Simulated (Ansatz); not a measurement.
Several settings on one geometry of SnEt2Ph2 (C₁₆H₂₀Sn) (that of the charge 0 singlet, PBE-D4/def2-SVP). Ansatz on 2 threads of AMD EPYC 7R13 on a shared host and a share (18 GiB) of an NVIDIA H100 80GB HBM3; times are rough.

Cartesian coordinates in Å:
```
Sn 0.533 -0.003 0.373
C 0.504 -0.041 2.561
C 0.992 -1.376 3.129
H -0.537 0.182 2.875
H 1.131 0.804 2.917
H 0.959 -1.391 4.240
H 0.373 -2.225 2.772
H 2.040 -1.594 2.836
C 2.607 0.005 -0.327
C 3.338 1.299 0.039
H 2.582 -0.154 -1.425
H 3.111 -0.881 0.113
H 4.386 1.304 -0.331
H 2.836 2.191 -0.391
H 3.385 1.454 1.138
C -0.503 1.762 -0.337
C -0.492 2.955 0.416
C -1.148 4.107 -0.049
C -1.829 4.080 -1.276
C -1.850 2.899 -2.035
C -1.194 1.749 -1.567
H 0.032 2.995 1.386
H -1.129 5.030 0.551
H -2.346 4.981 -1.641
H -2.385 2.872 -2.998
H -1.228 0.828 -2.172
C -0.498 -1.741 -0.409
C -1.908 -1.780 -0.457
C -2.581 -2.915 -0.940
C -1.851 -4.029 -1.385
C -0.448 -4.003 -1.347
C 0.222 -2.867 -0.862
H -2.498 -0.913 -0.119
H -3.682 -2.929 -0.970
H -2.377 -4.918 -1.765
H 0.129 -4.873 -1.697
H 1.324 -2.865 -0.844
```

Totals from different functionals, basis sets or treatments of relativity can't be compared as stabilities.

In the def2 sets Sn takes a core potential; there is no spin–orbit coupling.

The spins typed aren't always the lowest for that charge.

Task: Give the basis size and estimate the energy, ⟨S²⟩, dipole and time of these runs.

```
run                         method  charge    state                                                                                                                further keys
  1     UKS PBE0-D3(BJ)-ATM/STO-3G       0  triplet                                                                               scf: {lower_state_search: full}; forces asked
  2         RKS B97M-V/def2-mTZVPP       0  singlet  fitting: {mean_field: def2-universal-jkfit}; final_grid: {core_spheres: 20, valence_spheres: 16, degree: 47}; forces asked
  3  RKS r2SCAN50-D3(BJ)/def2-SVPD       0  singlet                                                                                 fitting: {mean_field: def2-universal-jkfit}
```

Result: 
| run | functions | energy (Eh) | ⟨S²⟩ | dipole (D) | wall time |
| --- | --- | --- | --- | --- | --- |
| 1 | 127 | -6578.5235 | 2.09 | 0.49 | 76 s |
| 2 | 440 | -836.2475 | – | 0.14 | 14 s |
| 3 | 512 | -835.1499 | – | – | 14 s |
